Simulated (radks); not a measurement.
Results of a calculation; reference values are marked as such.
The mean radii <r> (bohr) of the occupied orbitals of an atom or ion are listed with their occupations. Level of theory: scalar-relativistic Kohn-Sham, LDA (Slater exchange, Perdew-Wang correlation), spin-polarised, spherical densities, point nucleus (a radial shooting solver on a logarithmic mesh with Libxc functionals).

| orbital | occ. | <r> |
|---|---|---|
| 1s up | 1 | 0.02974 |
| 1s down | 1 | 0.02974 |
| 2s up | 1 | 0.1286 |
| 2s down | 1 | 0.1286 |
| 2p up | 3 | 0.1122 |
| 2p down | 3 | 0.1122 |
| 3s up | 1 | 0.3491 |
| 3s down | 1 | 0.3491 |
| 3p up | 3 | 0.3475 |
| 3p down | 3 | 0.3474 |
| 3d up | 5 | 0.3244 |
| 3d down | 5 | 0.3243 |
| 4s up | 1 | 0.8383 |
| 4s down | 1 | 0.8381 |
| 4p up | 3 | 0.9028 |
| 4p down | 3 | 0.9032 |
| 4d up | 5 | 1.072 |
| 4d down | 3 | 1.076 |

Name the element and its charge. Open shells, if any, are filled with parallel spins first.

Answer. Z = 49, indium, charge +5: In5+ in [Kr] 4d8. The 1s radius gives Z: for a bare nucleus <r> = (2 gamma + 1)/(2Z) with gamma = sqrt(1 - (Z/c)^2), 0.02926 bohr for Z = 49, and screening makes it slightly larger (0.02974 here). The occupations add up to 44, and the charge is Z minus that.
